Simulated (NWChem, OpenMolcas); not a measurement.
# How basis sets differ on B2H4F2 (SMILES [BH2-]1[F+][BH2-][F+]1)

B2H4F2: 8 atoms, total charge 0, spin state singlet. SMILES: `[BH2-]1[F+][BH2-][F+]1`. The shape is that of a PBE0-D4/def2-TZVP optimisation.

```xyz
8

B    -0.4880    0.9473   -0.2938
F     0.6373    0.5360    0.6706
B     0.4880   -0.9472    0.2939
F    -0.6368   -0.5359   -0.6711
H    -0.0360    1.5573   -1.2103
H    -1.4402    1.3084    0.3220
H     1.4402   -1.3091   -0.3216
H     0.0354   -1.5568    1.2103
```

Each level gives the HOMO–LUMO gap (eV). The values are calculated.

| level | kind | program | value (eV) |
| --- | --- | --- | --- |
| HF/STO-3G | Hartree–Fock | OpenMolcas | 21.14 |
| HF/3-21G | Hartree–Fock | NWChem | 18.02 |
| HF/ANO-RCC-VDZP (DKH2, RICD fitting) | Hartree–Fock | OpenMolcas | 16.15 |
| HF/cc-pVDZ | Hartree–Fock | OpenMolcas | 17.27 |

The values span 16.15 to 21.14 eV. A Hartree–Fock LUMO above zero doesn't converge with the basis: it sinks as sets grow more diffuse. Orbital gaps aren't excitation energies.
